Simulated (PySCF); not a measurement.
H4N2O2W, SMILES [NH2][W]([NH2])(=[O])=[O], multiplicity 1. Geometry optimised at B3LYP-D3(BJ)/def2-SVP. The multiplicity is an assumed one; other spin states were not compared. The def2 effective core potentials stand for the cores of W; spin–orbit coupling is left out. Other conformers were not sampled.

Problem. Give the equilibrium geometry at B3LYP-D3(BJ)/def2-SVP (PySCF confirms it by a frequency run) as Cartesian coordinates in Å, and its point group. (An estimate is asked for; the answer gives what the named calculation found.)

Solution. Several could match; the one computed here: point group C2v.
```xyz
9

W      0.0000     0.0000     0.0552
O      0.0000     1.4479     0.9898
O      0.0000    -1.4478     0.9898
N      1.6215     0.0000    -1.0428
H      2.1210     0.8388    -1.3298
H      2.1210    -0.8388    -1.3298
N     -1.6215     0.0000    -1.0428
H     -2.1210     0.8388    -1.3298
H     -2.1210    -0.8388    -1.3298
```
